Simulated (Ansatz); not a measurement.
System: GaO$_{2}$, charge 0, multiplicity 2. It need not be the lowest isomer of its formula. 
Structure (B3LYP-D3(BJ)/def2-TZVP (Ansatz, a quantum-chemistry and plane-wave program) minimum search):
```xyz
3

Ga     0.0000     0.0000     0.0000
O      0.0000     0.0000    -1.6959
O      0.0000     0.0000     1.6959
```
Charge 0, spin multiplicity 2.

Problem. Give the harmonic wavenumbers at B3LYP-D3(BJ)/def2-TZVP (Ansatz, finite differences of forces, unscaled).

Solution. 179, 194, 652, 751 cm⁻¹. Zero-point energy 2.5 kcal/mol.

Problem. From these and the geometry, give the ideal-gas thermochemistry at 298.15 K and 1 atm (rigid rotor, harmonic oscillator).

Solution. Point group D∞h, rotational symmetry number 2. Rotational constants 5.492, 5.492 GHz. S(trans) 39.77, S(rot) 14.58, S(vib) 5.14, S(elec, spin only) 1.38, S 60.9 cal/(mol K). H(298) - H(0) 2.95 kcal/mol; G - E(el) -12.7 kcal/mol.
